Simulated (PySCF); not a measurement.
**Excitation energy of Sn by level of theory**

Sn [Kr] 4d10 5s2 5p2 (3P) → Sn [Kr] 4d10 5s2 5p1 6s1 (3P), as a difference of total energies. Computed with PySCF 2.14 in aug-cc-pwCVDZ-PP with ECP28MDF, with scalar relativity through the core potential. Correlated levels: valence and next inner shell: nothing frozen outside the core potential. The calculations carry no spin-orbit coupling.

```
                                method  excitation energy (cm⁻¹)
                                   UHF                     34080
    MP2 (valence and next inner shell)                     34171
SCS-MP2 (valence and next inner shell)                     33906
   CCSD (valence and next inner shell)                     34181
CCSD(T) (valence and next inner shell)                     34085
```

Errors of the correlated levels include the incompleteness of this basis.

For comparison: 34479 cm⁻¹ (measured; NIST levels, between the centres of gravity of the two terms).
